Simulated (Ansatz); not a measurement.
Consider the cleavage of the Si–Si bond: `F[SiH](F)[SiH](Cl)Cl` + `[NH2][GeH3]` → `F[SiH](F)[NH][GeH3]` + dichlorosilane.

Isolated molecules relaxed with PBE0-D4/def2-TZVP in Ansatz; ΔE leaves out vibrations. CCSD(T)/CBS adds triple-zeta CCSD(T) − MP2 to the extrapolated MP2 energy (def2 sets, frozen cores). DFT in def2-TZVPP. B3LYP here is the variant with VWN-RPA as its local correlation; programs differ in this. For Ge outer-core shells are correlated without core-valence functions, which leaves a few kJ/mol of doubt a bond. Scalar relativity is left out up to krypton. Each species was taken in one conformer, which may not be the lowest.

Question: Is it downhill or uphill in electronic energy at CCSD(T)/CBS, and by how much? (Estimate.)

Answer: The calculation gave: Downhill: ΔE = -112.3 kJ/mol.

Question: What do these levels give: PBE0-D4, ωB97X-V, ωB97M-V, B2PLYP, B3LYP, MP2/def2-TZVPP, SCS-MP2/def2-TZVPP, HF/def2-QZVPP, MP2/def2-QZVPP, SCS-MP2/def2-QZVPP, HF/CBS(def2), MP2/CBS(def2)? (Estimate.)

Answer: Ansatz gave: PBE0-D4 -96.1, ωB97X-V -107.1, ωB97M-V -114.0, B2PLYP -112.0, B3LYP -105.2, MP2/def2-TZVPP -120.2, SCS-MP2/def2-TZVPP -120.4, HF/def2-QZVPP -130.0, MP2/def2-QZVPP -119.4, SCS-MP2/def2-QZVPP -119.6, HF/CBS(def2) -130.1, MP2/CBS(def2) -118.0 kJ/mol.

Largest T1 diagnostic among the species: 0.012.

In def2-TZVPP, CCSD(T) changes the Hartree–Fock value by +14.2 kJ/mol (the triples alone add +2.6 kJ/mol) and MP2 by +8.4 kJ/mol. From PBE to PBE0 (25 % exact exchange), in def2-TZVPP and without D4, ΔE moves by −11.0 kJ/mol.
